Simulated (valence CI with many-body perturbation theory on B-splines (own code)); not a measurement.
**Tc36+: electric-dipole lines**

Method: configuration interaction combined with many-body perturbation theory (CI+MBPT): five valence electrons over a frozen Dirac-Fock core [He], a basis of 9 s, 9 p, 8 d, 6 f, 3 g, 1 h functions for each j, with the one-electron correlation potential Σ1 (screened to all orders), the two-electron term Σ2, the three-electron term Σ3, Breit, model QED; selected single and double excitations, second order for the rest (own B-spline code, finite nucleus).

No measured spectrum was set against this ion. As an estimate, large intervals hold to a few tenths of a per cent, small ones and those within an open d or f shell to about a per cent. Among the levels kept, up to 1900 cm⁻¹ of a level comes from second order outside the variational space, and about a tenth of that is noise between levels of different J, which matters for small intervals.

Lines 1 to 50 of 252 in falling wavelength, among levels below 3188.6 eV, chosen from the strongest by gf and those to the six lowest levels. Wavelengths and rates use the calculated energies. Electric multipoles are in the length gauge, E1 and E2 with the static RPA response of the core. Weak lines are less certain than strong ones. Lines between different terms over intervals too small for the method are left out, as are lines whose strength nearly cancels. The highest levels of a list are the least certain.

Levels are named by their leading jj configuration (3d3/2^4 stands for four electrons in 3d with j = 3/2), which in mixed levels can hold well under half, so a name can repeat and another be missing. Letters in brackets count levels of one name in rising energy.

```
λ vac (Å)                               Upper                               Lower   A (s⁻¹)  log gf  Branch %
    338.9      (2s 2p1/2^2 2p3/2 3p1/2) J=5/2     (2s 2p1/2^2 2p3/2 3s) J=3/2 [a]  5.48e+08   -1.25       0.0
    274.0      (2s^2 2p1/2 2p3/2 3p1/2) J=5/2     (2s^2 2p1/2 2p3/2 3s) J=3/2 [b]  1.32e+09   -1.05       0.8
    268.2  (2s 2p1/2^2 2p3/2 3p1/2) J=3/2 [b]     (2s 2p1/2^2 2p3/2 3s) J=3/2 [b]  1.83e+09   -1.10       0.0
    257.5      (2s^2 2p1/2 2p3/2 3p1/2) J=1/2     (2s^2 2p1/2 2p3/2 3s) J=3/2 [a]  2.89e+09   -1.24       1.9
    255.9          (2s^2 2p1/2^2 3p1/2) J=1/2             (2s^2 2p1/2^2 3s) J=1/2  3.75e+09   -1.13       2.1
    252.3  (2s 2p1/2^2 2p3/2 3p1/2) J=3/2 [b]         (2s 2p1/2^2 2p3/2 3s) J=1/2  1.90e+09   -1.14       0.0
    250.6      (2s^2 2p1/2 2p3/2 3p1/2) J=5/2         (2s^2 2p1/2 2p3/2 3s) J=5/2  2.10e+09   -0.93       1.2
    240.9  (2s 2p1/2^2 2p3/2 3p1/2) J=3/2 [a]         (2s 2p1/2^2 2p3/2 3s) J=5/2  3.87e+09   -0.87       0.1
    234.4  (2s^2 2p1/2 2p3/2 3p1/2) J=3/2 [a]     (2s^2 2p1/2 2p3/2 3s) J=3/2 [a]  2.43e+09   -1.10       1.8
    230.9      (2s 2p1/2^2 2p3/2 3p1/2) J=5/2         (2s 2p1/2^2 2p3/2 3s) J=5/2  3.37e+09   -0.79       0.0
    225.0      (2s^2 2p1/2 2p3/2 3d3/2) J=7/2      (2s^2 2p1/2 2p3/2 3p3/2) J=7/2  1.10e+09   -1.17       6.1
    224.0      (2s 2p1/2^2 2p3/2 3d3/2) J=7/2      (2s 2p1/2^2 2p3/2 3p3/2) J=7/2  1.31e+09   -1.10       0.2
    223.8          (2s^2 2p3/2^2 3p1/2) J=5/2  (2s^2 2p1/2 2p3/2 3d3/2) J=3/2 [a]  1.31e+09   -1.23       0.5
    217.1          (2s^2 2p3/2^2 3p1/2) J=5/2             (2s^2 2p3/2^2 3s) J=3/2  1.53e+09   -1.19       0.5
    213.8  (2s^2 2p1/2 2p3/2 3d5/2) J=3/2 [b]  (2s^2 2p1/2 2p3/2 3p3/2) J=1/2 [b]  2.52e+09   -1.16       0.0
    212.8          (2s^2 2p3/2^2 3p1/2) J=3/2             (2s^2 2p3/2^2 3s) J=5/2  5.04e+09   -0.86       0.5
    207.2          (2s 2p1/2^2 2p3/2^2) J=3/2                (2s^2 2p3/2^3) J=3/2  8.07e+07   -2.68       0.0
    203.7      (2s 2p1/2^2 2p3/2 3d5/2) J=9/2      (2s 2p1/2^2 2p3/2 3p3/2) J=7/2  6.93e+09   -0.37      60.2
    200.7          (2s^2 2p3/2^2 3p1/2) J=5/2             (2s^2 2p3/2^2 3s) J=5/2  4.12e+09   -0.83       1.4
    198.1          (2s^2 2p3/2^2 3p1/2) J=1/2             (2s^2 2p3/2^2 3s) J=1/2  4.52e+09   -1.27       1.5
    194.6  (2s^2 2p1/2 2p3/2 3d5/2) J=5/2 [a]  (2s^2 2p1/2 2p3/2 3p3/2) J=3/2 [a]  2.61e+09   -1.05       0.0
    191.7      (2s^2 2p1/2 2p3/2 3d5/2) J=9/2      (2s^2 2p1/2 2p3/2 3p3/2) J=7/2  7.64e+09   -0.38      86.8
    191.2  (2s^2 2p1/2 2p3/2 3d5/2) J=7/2 [a]  (2s^2 2p1/2 2p3/2 3p3/2) J=5/2 [a]  6.66e+09   -0.54       0.1
    186.0  (2s^2 2p1/2 2p3/2 3p1/2) J=3/2 [b]         (2s^2 2p1/2 2p3/2 3s) J=5/2  6.21e+09   -0.89       0.7
    185.6          (2s^2 2p1/2^2 3d5/2) J=5/2          (2s^2 2p1/2^2 3p3/2) J=3/2  8.42e+09   -0.58       0.0
    185.0  (2s^2 2p1/2 2p3/2 3d5/2) J=7/2 [b]  (2s^2 2p1/2 2p3/2 3p3/2) J=5/2 [b]  7.16e+09   -0.53       0.0
    176.6  (2s^2 2p1/2 2p3/2 3d5/2) J=3/2 [a]  (2s^2 2p1/2 2p3/2 3p3/2) J=1/2 [a]  5.66e+09   -0.98       0.0
    172.7  (2s^2 2p1/2 2p3/2 3d5/2) J=5/2 [b]  (2s^2 2p1/2 2p3/2 3p3/2) J=3/2 [b]  6.95e+09   -0.73       0.0
    170.8  (2s^2 2p1/2 2p3/2 3d3/2) J=5/2 [b]  (2s^2 2p1/2 2p3/2 3p3/2) J=3/2 [a]  4.04e+09   -0.97       0.0
    165.7  (2s 2p1/2^2 2p3/2 3p3/2) J=3/2 [a]     (2s 2p1/2^2 2p3/2 3s) J=3/2 [a]  1.14e+10   -0.73       0.0
    160.0  (2s^2 2p1/2 2p3/2 3d5/2) J=5/2 [a]  (2s^2 2p1/2 2p3/2 3p1/2) J=3/2 [b]  3.28e+09   -1.12       0.0
    158.7          (2s^2 2p3/2^2 3p3/2) J=5/2  (2s^2 2p1/2 2p3/2 3d3/2) J=3/2 [a]  4.01e+09   -1.04       1.3
    155.3          (2s^2 2p3/2^2 3p3/2) J=5/2             (2s^2 2p3/2^2 3s) J=3/2  4.25e+09   -1.04       1.4
    154.7      (2s 2p1/2^2 2p3/2 3p1/2) J=1/2     (2s 2p1/2^2 2p3/2 3s) J=3/2 [a]  8.86e+09   -1.20       0.1
    149.7  (2s 2p1/2^2 2p3/2 3p3/2) J=5/2 [a]     (2s 2p1/2^2 2p3/2 3s) J=3/2 [a]  1.28e+10   -0.59       0.0
    149.4  (2s^2 2p1/2 2p3/2 3p3/2) J=1/2 [a]         (2s^2 2p1/2 2p3/2 3s) J=1/2  1.16e+10   -1.11       5.4
    149.0  (2s 2p1/2^2 2p3/2 3p3/2) J=5/2 [b]     (2s 2p1/2^2 2p3/2 3s) J=3/2 [b]  1.95e+10   -0.41       0.1
    146.7          (2s^2 2p3/2^2 3p3/2) J=5/2             (2s^2 2p3/2^2 3s) J=5/2  8.38e+09   -0.79       2.8
    145.9  (2s^2 2p1/2 2p3/2 3p3/2) J=5/2 [a]     (2s^2 2p1/2 2p3/2 3s) J=3/2 [a]  1.84e+10   -0.45       5.9
    145.6          (2s^2 2p3/2^2 3p3/2) J=7/2             (2s^2 2p3/2^2 3s) J=5/2  1.88e+10   -0.32       8.4
    145.2      (2s 2p1/2^2 2p3/2 3d3/2) J=5/2      (2s 2p1/2^2 2p3/2 3p1/2) J=5/2  8.47e+09   -0.79       0.1
    145.1      (2s 2p1/2^2 2p3/2 3p3/2) J=7/2         (2s 2p1/2^2 2p3/2 3s) J=5/2  2.38e+10   -0.22       3.7
    144.4      (2s^2 2p1/2 2p3/2 3p3/2) J=7/2         (2s^2 2p1/2 2p3/2 3s) J=5/2  2.13e+10   -0.27      15.1
    143.4  (2s^2 2p1/2 2p3/2 3d5/2) J=3/2 [b]  (2s^2 2p1/2 2p3/2 3p3/2) J=3/2 [a]  5.01e+09   -1.21       0.0
    143.0  (2s^2 2p1/2 2p3/2 3p3/2) J=3/2 [b]     (2s^2 2p1/2 2p3/2 3s) J=3/2 [b]  1.05e+10   -0.89       0.7
    142.3      (2s 2p1/2^2 2p3/2 3d3/2) J=7/2      (2s 2p1/2^2 2p3/2 3p1/2) J=5/2  1.23e+10   -0.52       2.3
    142.0  (2s^2 2p1/2 2p3/2 3d3/2) J=3/2 [b]  (2s^2 2p1/2 2p3/2 3p1/2) J=3/2 [b]  7.66e+09   -1.03       0.0
    141.5      (2s 2p1/2^2 2p3/2 3d3/2) J=5/2  (2s 2p1/2^2 2p3/2 3p1/2) J=3/2 [a]  7.82e+09   -0.85       0.1
    141.2  (2s^2 2p1/2 2p3/2 3p3/2) J=3/2 [a]         (2s^2 2p1/2 2p3/2 3s) J=1/2  1.02e+10   -0.92       4.0
    139.5      (2s 2p1/2^2 2p3/2 3d3/2) J=3/2  (2s 2p1/2^2 2p3/2 3p1/2) J=3/2 [a]  1.34e+10   -0.81       0.1
```
